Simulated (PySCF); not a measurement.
# Fractional electron number in Co²⁺ (cobalt, charge +2)

The 3d beta orbital of [Ar] 3d7 is emptied in steps (occupation f), with all orbitals relaxed, ending at [Ar] 3d6. All numbers are calculated (PySCF 2.14, the spin-free X2C one-electron Hamiltonian (Gaussian nucleus), in x2c-TZVPall (6s5p4d1f, 48 functions)). The exact energy is a straight line in f; departures are measured from the line between the end points of the same method.

```csv
f,BHandHLYP (eV),wB97X (eV),MN15 (eV)
1,0.000,0.000,0.000
0.8,-0.437,-0.482,-0.749
0.6,-0.667,-0.733,-1.134
0.4,-0.678,-0.741,-1.142
0.2,-0.459,-0.499,-0.766
0,0.000,0.000,0.000
```

```
   method  E(f=0) − E(f=1) (eV)  −ε at f=1 (eV)  −ε at f=0.4 (eV)
BHandHLYP                33.340          30.663            33.851
    wB97X                33.575          30.614            34.154
     MN15                33.285          28.647            34.199
```

Orbital energy along the path (eV):

```json
{"f": "1", "BHandHLYP": "-30.663", "wB97X": "-30.614", "MN15": "-28.647"}
{"f": "0.8", "BHandHLYP": "-31.662", "wB97X": "-31.733", "MN15": "-30.441"}
{"f": "0.6", "BHandHLYP": "-32.728", "wB97X": "-32.917", "MN15": "-32.295"}
{"f": "0.4", "BHandHLYP": "-33.851", "wB97X": "-34.154", "MN15": "-34.199"}
{"f": "0.2", "BHandHLYP": "-35.026", "wB97X": "-35.429", "MN15": "-36.139"}
{"f": "0", "BHandHLYP": "-36.256", "wB97X": "-36.694", "MN15": "-38.095"}
```

Reference removal energy between the ground levels: 33.5 ± 0.06 eV (semi-empirical (NIST evaluation); NIST Atomic Spectra Database, ionization energies). The calculation has no spin-orbit coupling. The determinant left behind need not be the lowest term of the ion.
